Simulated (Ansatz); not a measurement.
Species: MgF₂, charge -1, multiplicity 2. 
Coordinates optimised at B3LYP-D3(BJ)/def2-TZVP (Ansatz, a first-principles code):
```xyz
3

Mg     0.5044     0.1125     0.0396
F     -0.5226     1.1300    -1.0757
F     -0.1500    -1.2800     1.0229
```
Charge -1, spin multiplicity 2.

Basis-set convergence of Hartree-Fock and CCSD(T) correlation energies (hartree) with Ansatz. Valence correlation only, unless marked. Open shells are spin-unrestricted. No spin-orbit coupling. Non-relativistic.

```csv
basis,functions,E(HF),"E(corr, CCSD(T))"
def2-SVPD,67,-398.42220,-0.44961
def2-TZVPPD,115,-398.72599,-0.57326
def2-QZVPPD,195,-398.74469,-0.62236
```

Extrapolating the two largest sets (X = 3 and 4) as X^-3: E(corr) = (64·(-0.62236) - 27·(-0.57326))/37 = -0.6582 Eh, an estimate of the basis-set limit. The largest set recovers 94.6 % of it, the smallest 68.3 %.
